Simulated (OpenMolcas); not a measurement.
# How basis sets differ on GaH2SF (SMILES [F][GaH][SH])

The species is GaH2SF (5 atoms), meant as a singlet with charge 0. SMILES: `[F][GaH][SH]`. Geometry: a GFN2-xTB relaxation, a rough one for these elements and not checked as a minimum. This is one conformer, not always the lowest.

Quantity: the HOMO–LUMO gap, in eV. The values are calculated.

| level | kind | program | value (eV) |
| --- | --- | --- | --- |
| HF/STO-3G | Hartree–Fock | OpenMolcas | 12.68 |
| HF/3-21G | Hartree–Fock | OpenMolcas | 12.39 |
| HF/def2-SVP | Hartree–Fock | OpenMolcas | 12.43 |
| HF/aug-pcseg-2 (Cholesky decomposition) | Hartree–Fock | OpenMolcas | 11.46 |

All-electron rows without a relativistic Hamiltonian named are non-relativistic. The values span 11.46 to 12.68 eV. A Hartree–Fock LUMO above zero doesn't converge with the basis: it sinks as sets grow more diffuse. Orbital gaps aren't excitation energies.
